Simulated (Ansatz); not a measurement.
Computed with Ansatz on PBE0-D4/def2-TZVP structures; ΔE is electronic, products minus reactants. CCSD(T)/CBS is the MP2 limit (def2-TZVPP, def2-QZVPP) plus CCSD(T) − MP2 in def2-TZVPP, frozen cores. DFT in def2-TZVPP. B3LYP here is the variant with VWN-RPA as its local correlation; programs differ in this. Elements past krypton have def2 core potentials. For Y outer-core shells are correlated without core-valence functions, which leaves a few kJ/mol of doubt a bond. Each species was taken in one conformer, which may not be the lowest.

`[NH2][Y]([OH])[OH]` + `C[O][Y]([NH2])[Cl]` → `C[O][Y]([OH])[OH]` + `[NH2][Y]([NH2])[Cl]`  (redistribution)

```csv
level,ΔE (kJ/mol)
B3LYP-D4,4.2
BHLYP,3.6
```

What does CCSD(T)/CBS give? (Estimate.)

The calculation gave: +5.1 kJ/mol. The listed levels differ from it by -0.9, -1.5 kJ/mol.

Largest T1 diagnostic among the species: 0.014.

Leaving LDA and LC-ωPBE aside and taking each functional with its dispersion term where it has one, the values, not all of them listed here, spread over 1.4 kJ/mol, from BHLYP-D4 to B2PLYP.
